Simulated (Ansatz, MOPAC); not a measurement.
Species: CH₆ClSi₂, net charge 0, doublet state. SMILES: C[SiH][SiH2]Cl

Atoms: C1, Si2, Si3, Cl4, H5, H6, H7, H8, H9, H10. Bonds: C1-Si2, C1-H5, C1-H6, C1-H7, Si2-Si3, Si2-H8, Si3-Cl4, Si3-H9, Si3-H10.

Bond lengths (Å) and angles (degrees) optimised at PM3 with MOPAC; PM7 with MOPAC; HF/STO-3G with Ansatz (a quantum-chemistry and plane-wave program); MP2/6-31G* with Ansatz, each started from the B3LYP-D3(BJ)/def2-TZVP structure (Ansatz) of the last column. A row stands for all coordinates that are equal there; 13 of 24 kinds are shown. 6-31G* holds six Cartesian d functions. No wavenumbers were computed at HF/STO-3G, MP2/6-31G*, so these may be saddle points.

```
coordinate     PM3    PM7  HF/STO-3G  MP2/6-31G*  B3LYP-D3(BJ)/def2-TZVP
-----------  -----  -----  ---------  ----------  ----------------------
C1-Si2       1.824  1.824      1.870       1.891                   1.883
C1-H5        1.098  1.110      1.083       1.093                   1.091
C1-H6        1.097  1.112      1.083       1.093                   1.090
C1-H7        1.098  1.110      1.084       1.094                   1.093
Si2-Si3      2.393  2.148      2.256       2.331                   2.332
Si2-H8       1.486  1.447      1.429       1.492                   1.490
Si3-Cl4      2.088  2.046      2.105       2.076                   2.083
Si3-H9       1.489  1.468      1.426       1.484                   1.480
C1-Si2-Si3   120.0  119.7      111.0       113.5                   113.0
Si2-Si3-Cl4  112.5  107.1      110.5       108.2                   106.9
Si2-C1-H5    110.8  112.0      111.0       110.8                   111.0
Si2-C1-H6    112.4  113.7      111.7       110.5                   110.4
Si2-C1-H7    113.0  112.9      111.6       111.1                   110.6
```

Mean signed difference of all 9 bond lengths from B3LYP-D3(BJ)/def2-TZVP: PM3 0.004 Å, PM7 -0.033 Å, HF/STO-3G -0.029 Å, MP2/6-31G* 0.002 Å.
